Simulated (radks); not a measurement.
In XXV, 25 electrons, occupied as [Ar] 3d7.

Calculated with a radial shooting solver on a logarithmic mesh with Libxc functionals: non-relativistic Kohn-Sham, LB94 model potential, spin-polarised, spherical densities, point nucleus; open shells are filled with parallel spins first (spin-orbit coupling, left out, can overturn this in heavy ions); relativity is left out, which matters for an element this heavy.

Energy parts (eV):
| part | energy |
|---|---|
| kinetic | 147927.751 |
| electron-nucleus | -328839.328 |
| Hartree | 36602.284 |
(The LB94 potential has no energy functional, so no total or exchange-correlation energy is given.)

Orbitals (lengths in bohr, moments of r in powers of bohr):
orbital  occ.  eigenvalue (eV)  <1/r>
1s up       1        -27814.24  48.51
1s down     1        -27814.50  48.51
2s up       1        -4831.897  11.11
2s down     1        -4831.280  11.12
2p up       3        -4579.713  11.12
2p down     3        -4579.827  11.13
3s up       1        -1542.275  4.142
3s down     1        -1533.845  4.131
3p up       3        -1440.488  4.087
3p down     3        -1431.781  4.077
3d up       5        -1258.715  3.979
3d down     2        -1250.283  3.978
4s up       0        -746.5550  2.058
4s down     0        -743.7025  2.052
4p up       0        -706.1070  2.017
4p down     0        -703.2962  2.011

The highest occupied level is 3d down at -1250.3 eV. The spin density at the nucleus is 0.114 e/bohr^3 (1s 0.585, 2s -5.785, 3s 5.315). The electron density at the nucleus is 8.264e+04 e/bohr^3. Summed over all electrons, <r^2> = 1.946 bohr^2, which gives a Langevin (diamagnetic) susceptibility term of -1.54 x 10^-6 cm^3/mol. For comparison, the ionisation energy in NIST's Atomic Spectra Database is 1255 eV (theoretical). In exact Kohn-Sham theory the highest level is minus the ionisation energy, but local and semilocal functionals leave it too shallow, through self-interaction and a potential that decays too fast; potentials with the right tail come closer. The density falls to 0.001 e/bohr^3 at r = 1.03 bohr.
